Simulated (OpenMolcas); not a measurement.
Br2+: effect of the basis set

- Program: OpenMolcas
- Method: CASSCF
- Active space: 5 electrons in 4 orbitals (4s 4p)
- State averaging: 2S+1 = 4 odd, 1 root; 2S+1 = 2 odd, 8 roots
- Spin-orbit coupling: state interaction with AMFI integrals over the reference wave functions, term energies averaged over their components

A. ANO-RCC-MB [4s3p1d], DKH2, point nucleus; cost about 9 core-seconds
B. ANO-RCC-VDZP [5s4p2d], DKH2, point nucleus; cost of the order of 5 core-seconds
C. ANO-RCC-VTZP [6s5p3d1f], DKH2, point nucleus; cost of the order of 6 core-seconds
D. ANO-RCC-VQZP [7s6p4d2f1g], DKH2, point nucleus; cost of the order of 12 core-seconds

Energies in eV above 4s² 4p³ ⁴S°_3/2, the measured ground level; measured values from Moore, Atomic Energy Levels, vol. II, NSRDS-NBS 35 (1971 reprint of NBS Circular 467, 1952).

```
          Level       A       B       C       D  Measured
4s² 4p³ ⁴S°_3/2  0.0000  0.0000  0.0000  0.0000    0.0000
4s² 4p³ ²D°_3/2  2.1092  2.4194  2.4197  2.4350          
4s² 4p³ ²D°_5/2  2.1946  2.5550  2.5552  2.5673          
4s² 4p³ ²P°_1/2  3.1696  3.6031  3.6023  3.6186    3.3370
4s² 4p³ ²P°_3/2  3.2729  3.7662  3.7652  3.7769    3.5433
```

Deviations, from unrounded energies. A percentage is the sum of absolute deviations over the sum of measured energies, with the sign that they share, or ± where signs differ.

```json
{"Against measurement": "mean absolute deviation (cm-1)", "Levels": "2", "A": "1800", "B": "2000", "C": "2000", "D": "2100"}
{"Against measurement": "other terms of the ground configuration (%)", "Levels": "2", "A": "-6.4", "B": "+7.1", "C": "+7.1", "D": "+7.5"}
```

A lies closest to measurement on these levels and D furthest from it. The largest miss of A in the table is 4s² 4p³ ²P°_3/2, by -2200 cm-1. The ranking rests on the paired levels alone, and a cruder setting can come out closer through cancelling errors.

Among A to D the level of the table that moves most is 4s² 4p³ ²P°_3/2, by 4100 cm-1 (lowest in A, highest in D).

Computed and measured levels are paired by configuration, term and J; levels that our copy of the source lacks, or whose pairing is in doubt (as where it misses far off the trend of its configuration), stay unpaired and out of the deviations. Only configurations of the active space appear.

° marks odd parity.
